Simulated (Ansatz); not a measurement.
Program: Ansatz. Geometries: PBE0-D4/def2-TZVP. ΔE: electronic, gas phase. CCSD(T)/CBS adds triple-zeta CCSD(T) − MP2 to the extrapolated MP2 energy (def2 sets, frozen cores). Functionals use def2-TZVPP. B3LYP here is the variant with VWN-RPA as its local correlation; programs differ in this. Elements past krypton have def2 core potentials. For I, In, Se outer-core shells are correlated without core-valence functions, which leaves a few kJ/mol of doubt a bond. Scalar relativity is left out up to krypton. One conformer a species, not always the lowest.

Consider the ligand exchange at the In–C bond: `[F][InH][CH2]I` + H₂Se → `[F][InH][SeH]` + `CI`.

`[F][InH][CH2]I`:

Cartesian coordinates in Å:
```
F -0.977 1.904 -1.295
In 0.236 0.377 -1.078
C 0.181 -0.210 0.975
I -1.221 -1.848 0.902
H 0.944 -0.150 -2.527
H -0.259 0.540 1.625
H 1.096 -0.613 1.398
```

H₂Se:

Z-matrix (Å, degrees):
```
Se
H 1 1.467
H 1 1.467 2 91.2
```

`[F][InH][SeH]`:

```xyz
5

F     1.671    0.582   -0.700
In   -0.127    0.743    0.047
Se   -1.034   -1.531    0.442
H    -0.727    2.313    0.286
H     0.216   -2.107   -0.075
```

`CI`:

Z-matrix (Å, degrees):
```
C
I 1 2.129
H 1 1.086 2 107.7
H 1 1.086 2 107.7 3 120.0
H 1 1.086 2 107.7 3 -120.0
```

```
         level  ΔE (kcal/mol)  difference from CCSD(T)/CBS
        PBE-D4          -30.2                         -1.0
      B3LYP-D4          -31.1                         -1.9
  CAM-B3LYP-D4          -30.9                         -1.7
       ωB97X-V          -30.5                         -1.3
           PBE          -30.8                         -1.6
          PBE0          -31.7                         -2.5
     CAM-B3LYP          -31.5                         -2.3
       LC-ωPBE          -30.7                         -1.5
 HF/def2-QZVPP          -34.8                         -5.6
CCSD/CBS(def2)          -29.9                         -0.7
   CCSD(T)/CBS          -29.2                            0
```

Largest T1 diagnostic among the species: 0.014.

In def2-TZVPP, CCSD(T) changes the Hartree–Fock value by +6.1 kcal/mol (the triples alone add +0.7 kcal/mol) and MP2 by +6.0 kcal/mol. From r2SCAN to r2SCAN0 (25 % exact exchange), in def2-TZVPP and without D4, ΔE moves by −0.8 kcal/mol. At CCSD(T), def2-SVP lies −1.3 kcal/mol from the extrapolated value and def2-TZVPP +0.3 kcal/mol.
